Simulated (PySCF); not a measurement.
Dipole moment and polarisability of `FC(F)C/C=C/[SiH2]Cl`

Compound: C4H7ClF2Si.
Numbering: `[F:1][CH:2]([F:3])[CH2:4]/[CH:5]=[CH:6]/[SiH2:7][Cl:8]` (hydrogens: H9 on C2; H10, H11 on C4; H12 on C5; H13 on C6; H14, H15 on Si7)

Structure used (GFN2-xTB), in Å, numbered top down from 1:
```
atom  x, y, z in Å
F1    -2.4853    1.4288    0.8365
C2    -2.2120    0.1030    0.8987
F3    -3.4109   -0.5244    0.9848
C4    -1.4517   -0.3571   -0.3391
C5    -0.0785    0.2407   -0.3646
C6     1.0472   -0.4594   -0.3462
Si7    2.7795    0.2755   -0.3451
Cl8    3.7881   -0.5706    1.1860
H9    -1.6669   -0.0824    1.8373
H10   -2.0208   -0.0372   -1.2165
H11   -1.4088   -1.4472   -0.3231
H12   -0.0552    1.3216   -0.3894
H13    0.9694   -1.5412   -0.3223
H14    3.4730   -0.0595   -1.5871
H15    2.7286    1.7174   -0.1290
```

Level: CAM-B3LYP/def2-SVPD (PySCF), static field, nuclei fixed, core orbitals frozen in the response. The polarisability tensor in these axes (au):

```
x   115.96  -4.76   1.82
y    -4.76  78.57  -2.47
z     1.82  -2.47  77.04
```

Task: Give the principal values, the mean and the anisotropy Δα = √{½[(α1 − α2)² + (α2 − α3)² + (α1 − α3)²]}.

Result: Principal values 75.17, 79.74 and 116.67 au; mean 90.52 au = 13.41 Å³ = 14.93 × 10⁻⁴⁰ C²·m²/J; Δα = 39.41 au (44 % of the mean).

Task: What is the dipole moment, and where does it point?

Result: (0.64, -0.46, -1.38) D, 1.59 D in size, pointing from the negative to the positive side. Measured along this direction, the outermost atoms are H9 and F1 at the negative end and H14 at the positive end.

Task: Estimate the molar refractivity from the static electronic polarisability.

Result: Lorentz–Lorenz: R = (4π/3)N_A α = 2.5225 cm³/(mol·Å³) × 13.41 Å³ = 33.8 cm³/mol, in the limit of long wavelengths.

Task: How large is μ²/3kT at 400 K beside α?

Result: In Gaussian units μ²/3kT = 15.27 Å³ against 13.41 Å³, a ratio of 1.14; the Debye molar polarisation (4π/3)N_A(α + μ²/3kT) is 72.4 cm³/mol, leaving out the vibrational part.

Task: Rayleigh depolarisation ratio (linearly polarised light, static tensor)?

Result: ρ = 3Δα²/(45ᾱ² + 4Δα²) = 4660.6/(368742 + 6214.1) = 0.0124.

Geometry: GFN2-xTB, one conformer, isolated molecule.

These values come from a run that also computed excited states. Time: 2.0 min of wall time (with the writing of density and orbital grids); peak memory 1.1 GiB. Hardware: an Intel Xeon at 2.70 GHz with one thread, no GPU, shared host.
